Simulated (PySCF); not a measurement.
# How the method changes the constants of HfO

State: ¹Σ⁺ (singlet), closed shell. Set-up: basis Hf def2-TZVPPD with ECP60, O def2-TZVPPD; scalar-relativistic core potentials; PySCF 2.14. De refers to Hf (5d2 6s2) + O in their high-spin ground configurations, without counterpoise correction. A positive dipole means Hf(−)O(+).

```tsv
Level	Re (Å)	ωe (cm⁻¹)	De (eV)	μ (D)	CPU s a point (SCF and correlation, without the integrals)
RHF	1.711	1042	n/a	-3.89	1.3
RHF-MP2	1.741	953	n/a	n/a	2
RHF-SCS-MP2	1.741	956	n/a	n/a	n/a
RHF-CCSD	1.729	993	7.99	n/a	n/a
RHF-CCSD(T)	1.742	954	8.48	n/a	38
PBE	1.736	956	n/a	-3.25	3.1
revPBE	1.739	949	n/a	-3.21	2.6
BLYP	1.748	936	n/a	-3.42	1.6
r²SCAN	1.728	983	n/a	-3.24	5.2
M06-L	1.726	969	n/a	-3.10	4
TPSSh	1.732	974	n/a	-3.40	4.9
PBE0	1.719	1000	n/a	-3.43	6.5
BHandHLYP	1.715	1019	n/a	-3.79	3
ωB97M-V	1.722	1001	n/a	-3.65	16
```

The bond length runs from 1.711 Å (RHF) to 1.748 Å (BLYP).

Correlated steps freeze 1 core orbital. De is left out where the level can put another filling of the metal’s s and d shells below the measured ground configuration, by anything from nothing to about 1 eV. These are scalar-relativistic numbers at best; spin–orbit coupling would shift them, the dissociation energy most. Where the molecule has an RHF reference, its open-shell atoms are computed with UHF. The CCSD T1 diagnostic is raised, a sign that a single reference may not be enough here.

The whole job (state search and all levels along the bond) took about 11 min on 2 threads of Intel Xeon Platinum 8259CL @ 2.50GHz (shared host), peak memory 3 GiB.
